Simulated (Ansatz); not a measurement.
The cluster TiSi6⁺, relaxed as a doublet with UKS PBE0-D4/def2-SVP in Ansatz, starting from the GFN2-xTB geometry. Force threshold 0.02 eV/Å.

The charge 1 doublet is spin-contaminated (final ⟨S²⟩ up to 0.94, 0.75 for a pure state). The relaxation made no stability test and no search for a lower SCF solution. No other spin state of charge 1 was run. The structure comes from a short search, and lower isomers may exist.

Start:

Cartesian coordinates in Å:
```
Ti 0.464 0.775 -0.461
Si 1.362 -0.855 -2.247
Si 1.081 1.706 1.848
Si 1.319 -1.688 -0.115
Si -1.692 -1.058 0.026
Si -2.006 1.024 -0.972
Si -0.529 0.097 1.922
```

| step | energy (eV) | largest force component (eV/Å) | SCF passes |
| --- | --- | --- | --- |
| 1 | -70325.7727 | 1.272 | 78 |
| 2 | -70326.4987 | 0.839 | 56 |
| 3 | -70327.0497 | 0.605 | 56 |
| 4 | -70327.4355 | 0.594 | 58 |
| 5 | -70327.6232 | 0.716 | 59 |
| 6 | -70327.7134 | 0.404 | 53 |
| 7 | -70327.7892 | 0.294 | 58 |
| 8 | -70327.8291 | 0.463 | 59 |
| 9 | -70327.9448 | 0.387 | 51 |
| 10 | -70328.1201 | 0.450 | 52 |
| 11 | -70328.2640 | 0.454 | 61 |
| 13 | -70328.6288 | 0.635 | 65 |
| 15 | -70328.8207 | 0.286 | 55 |
| 17 | -70328.8457 | 0.128 | 49 |
| 19 | -70328.8826 | 0.114 | 44 |
| 21 | -70328.9083 | 0.628 | 60 |
| 23 | -70329.0201 | 0.450 | 56 |
| 25 | -70329.1932 | 0.511 | 55 |
| 27 | -70329.5980 | 0.539 | 51 |
| 29 | -70329.7121 | 0.102 | 45 |
| 31 | -70329.7157 | 0.023 | 43 |
| 32 | -70329.7157 | 0.003 | 32 |

Force components are those of the run's own axes.

End:

```tsv
atom	x (Å)	y (Å)	z (Å)
Ti1	0.444	1.390	-1.343
Si2	0.351	-1.088	-1.773
Si3	0.477	-0.659	2.381
Si4	1.579	-0.124	0.259
Si5	-0.680	-1.181	0.372
Si6	-1.849	0.453	-0.905
Si7	-0.322	1.209	1.008
```

Bonds lost: Ti1–Si3 (atoms count from 1). Bonds formed: Si2–Si5, Si3–Si4, Si3–Si5, Si4–Si5, Si4–Si7, Si6–Si7 (atoms count from 1). The end is the same structure that another start reached, the lowest one found.

No frequencies were taken in this run, so the end may be a saddle point.

Run time 3.8 min (4 threads of Arm Neoverse V2 on a shared host), peak host memory 0.67 GiB.
